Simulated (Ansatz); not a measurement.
Li5Te3. The state is a doublet with charge 0. Geometry PBE-D4/def2-SVP; atoms count from 1.

Cartesian coordinates in Å:
```
Li 1.1740 1.5609 0.0917
Li -0.6567 2.4265 3.4119
Li -0.8631 -0.9487 1.4824
Li 1.1926 -2.2741 -2.3638
Li -0.8527 -0.0254 -1.2970
Te -1.2230 1.6349 1.1651
Te -0.5194 -2.5851 -0.4713
Te 1.7482 0.2110 -2.0190
```

In the def2 sets Te takes a core potential; there is no spin–orbit coupling. Another isomer (doublet) lies 0.86 eV lower at PBE0-D4/def2-TZVP; other spin states weren't run for this one.

Q: Estimate the Mulliken populations from the PBE0/def2-TZVP orbitals of Ansatz.

A: 
```csv
atom,charge (e),spin (α − β)
Li1,0.63,-0.01
Li2,0.62,0.00
Li3,0.63,-0.01
Li4,0.63,-0.02
Li5,0.49,-0.03
Te6,-1.18,0.00
Te7,-0.91,0.53
Te8,-0.91,0.53
```
Mulliken values and Mayer orders depend strongly on the basis.

Q: Where does the spin sit?

A: Summed by element: Li -0.06, Te 1.06, of 1 unpaired in all. Largest on single atoms: Te7 0.53, Te8 0.53, Li5 -0.03.

Q: And the Mayer bond orders between bonded heavy atoms (over 0.3)?

A: Li1–Te8 0.37 (2.57 Å); Li2–Te6 0.64 (2.45 Å); Li3–Te7 0.37 (2.57 Å); Li4–Te7 0.33 (2.57 Å); Li4–Te8 0.33 (2.57 Å); Li5–Te7 0.33 (2.71 Å); Li5–Te8 0.33 (2.71 Å). Values over 0.3 also appear between atoms too far apart for a bond (Te7–Te8 0.39 at 3.92 Å); they arise where an orbital or an unpaired electron spreads over both atoms.
